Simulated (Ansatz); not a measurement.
Reaction (substitution at a C–N bond): `CNCOC` + H₂Se → `COC[SeH]` + CH₃NH₂

Computed with Ansatz on PBE0-D4/def2-TZVP structures; ΔE is electronic, products minus reactants. CCSD(T)/CBS adds triple-zeta CCSD(T) − MP2 to the extrapolated MP2 energy (def2 sets, frozen cores). Functionals use def2-TZVPP. For Se outer-core shells are correlated without core-valence functions, which leaves a few kJ/mol of doubt a bond. Scalar relativity is left out up to krypton. One conformer a species, not always the lowest.

Problem. Is it downhill or uphill in electronic energy at CCSD(T)/CBS, and by how much? (Best estimate.)

Solution. Computed: Uphill: ΔE = +0.8 kcal/mol.

Problem. What do these levels give: PBE, r2SCAN, MP2/def2-TZVPP, MP2/def2-QZVPP, SCS-MP2/def2-QZVPP, HF/CBS(def2)? (Estimate.)

Solution. Computed: PBE -0.2, r2SCAN 0.8, MP2/def2-TZVPP 0.6, MP2/def2-QZVPP 0.2, SCS-MP2/def2-QZVPP 0.4, HF/CBS(def2) 2.9 kcal/mol.

Largest T1 diagnostic among the species: 0.010.

In def2-TZVPP, CCSD(T) changes the Hartree–Fock value by −1.5 kcal/mol (the triples alone add −0.4 kcal/mol) and MP2 by −2.4 kcal/mol. From PBE to PBE0 (25 % exact exchange), in def2-TZVPP and without D4, ΔE moves by +1.0 kcal/mol.
